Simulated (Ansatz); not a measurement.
`O[B](F)[InH2]` + CH₃OH → `C[O][InH2]` + `OBF` at 400 K and 1 bar (cleavage of the In–B bond).

Isolated molecules relaxed with PBE0-D4/def2-TZVP in Ansatz; ΔE leaves out vibrations. CCSD(T)/CBS adds triple-zeta CCSD(T) − MP2 to the extrapolated MP2 energy (def2 sets, frozen cores). This one scheme is used for every species. def2 core potentials past Kr. For In outer-core shells are correlated without core-valence functions, which leaves a few kJ/mol of doubt a bond. One conformer a species, not always the lowest.

```
        species  CCSD(T)/CBS energy (Eh)  H − E (kJ/mol)  S (J/(mol·K))
`O[B](F)[InH2]`               -391.45169           115.9          370.6
          CH₃OH               -115.61712           151.2          252.6
   `C[O][InH2]`               -306.01914           165.3          344.2
          `OBF`               -201.07426            96.4          268.5
```

H − E and S are ideal-gas, rigid-rotor, harmonic terms from PBE0-D4/def2-TZVP, for one conformer and one mirror image of each species. 1 Eh = 2625.50 kJ/mol, R = 8.31446 J/(mol·K).

Question: By hand: ΔE, ΔH, ΔS and ΔG.

Answer: ΔE = (-306.01914) + (-201.07426) − (-391.45169) − (-115.61712) = -0.02459 Eh = -64.6 kJ/mol. Δ(H − E) = 165.3 + 96.4 − 115.9 − 151.2 = -5.4, so ΔH = -70.0 kJ/mol. ΔS = 344.2 + 268.5 − 370.6 − 252.6 = -10.5 J/(mol·K). ΔG = -70.0 − 400 × (-10.5)/1000 = -65.8 kJ/mol.

Question: By hand: the equilibrium constant, and the temperature at which ΔG would vanish if ΔH and ΔS stayed fixed.

Answer: log₁₀ K = −ΔG/(RT ln 10) = 8.6. ΔG = 0 at ΔH/ΔS = 6667 K, far beyond where these terms or the molecules hold.

The number of gas molecules stays the same, so ΔS is small and ΔH decides. A doubt of 5 kJ/mol in ΔE shifts log₁₀ K by 0.7 here. Other conformers and mirror images would add mixing entropy, several J/(mol·K) or more a flexible species. Modes under 60 cm⁻¹, often nearly free rotors, make the harmonic entropy too high. These are equilibria of isolated gas molecules and say nothing of rates. Largest T1 diagnostic: 0.017 (customary marks: 0.02 for closed shells, 0.045 for open ones).
